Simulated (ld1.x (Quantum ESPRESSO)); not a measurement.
**Before and after: TM potential for Au (Z = 79)**

* Element: gold
* Generator: ld1.x (Quantum ESPRESSO) 7.5
* Type: norm-conserving Troullier–Martins (Kleinman–Bylander form)
* Functional: PW91
* Relativity: scalar-relativistic
* Frozen core: [Kr] 4d10 4f14
* Valence charge: 19
* Reference configuration: 5s2 5p6 5d8 6s0 6p0 (charge +3)
* Partial waves: 5s (bound): rc 1.55 bohr; 5p (bound): rc 1.40 bohr; 5d (bound): rc 1.80 bohr
* Local potential: the d channel
* Core correction: Bessel-smoothed model core inside 0.85 bohr

Change: reference 5s2 5p6 5d10 6s0 6p1 (6p counted twice).

Cutoffs: the cutoffs (Ry, on a coarse ladder) from which the occupation-weighted sum of valence levels, in a spherical-Bessel basis at the reference potential, stays within 10 and 1 mRy of its value at 400 Ry; they do not see the model core or the augmentation charge, which bear on the density cutoff. Errors are all-electron minus pseudo energies relative to the spin-unpolarised reference configuration.

**Question.** What does the change do?

**Answer.** The potential gets neither clearly harder nor softer (90 Ry and 120 Ry → 90 Ry and 120 Ry); the range in which the s phases agree widens (upper end -3.3 → -1.0); the range in which the p phases agree widens (upper end -1.5 → 0.9); neither file shows a bound ghost. In the changed file ld1.x takes every shell without a wave as core, so the model core holds the 6p electrons as well and exchange and correlation see them twice. This cancels in the reference configuration, but the file is broken for other ones, and its errors say nothing about a proper core correction.

| quantity | base | changed |
| --- | --- | --- |
| cutoff, loose | 90 Ry | 90 Ry |
| cutoff, tight | 120 Ry | 120 Ry |
| loose cutoff by channel (10 mRy a level) | s 40 Ry, p 55 Ry, d 40 Ry | s 40 Ry, p 55 Ry, d 35 Ry |
| bound ghosts | none | none |
| largest miss of a reference level, eV | 0.00 | 0.07 |
| largest error over its own tests, meV | -996 | -795 |
| s: phases at 1.94 bohr within 0.05 rad from the reference energy up to (Ry; the scan ends near 5) | -3.3 | -1.0 |
| p: phases at 1.94 bohr within 0.05 rad from the reference energy up to (Ry; the scan ends near 5) | -1.5 | 0.9 |
| d: phases at 1.94 bohr within 0.05 rad from the reference energy up to (Ry; the scan ends near 5) | 2.6 | to the end of the scan |
